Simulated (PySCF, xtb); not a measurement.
B(Cl)(NCO)(OH) (CHBClNO₂), SMILES O=C=NB(O)Cl. Other conformers were not sampled.

Harmonic wavenumbers (cm⁻¹) from xtb with GFN2-xTB at its own minimum, in rising order: 40, 83, 269, 354, 468, 487, 511, 550, 575, 834, 1016, 1278, 1600, 2531, 3602.

What does PBE-D3(BJ)/def2-SVP in PySCF 2.14.0 give at its own minimum? (The exact figures need the calculation; the answer reports its results.)

39, 96, 312, 383, 544, 553, 574, 580, 586, 874, 1116, 1339, 1604, 2425, 3747. Paired by order, the mean absolute difference is 53 cm⁻¹ and the zero-point energies are 20.3 and 21.1 kcal/mol.
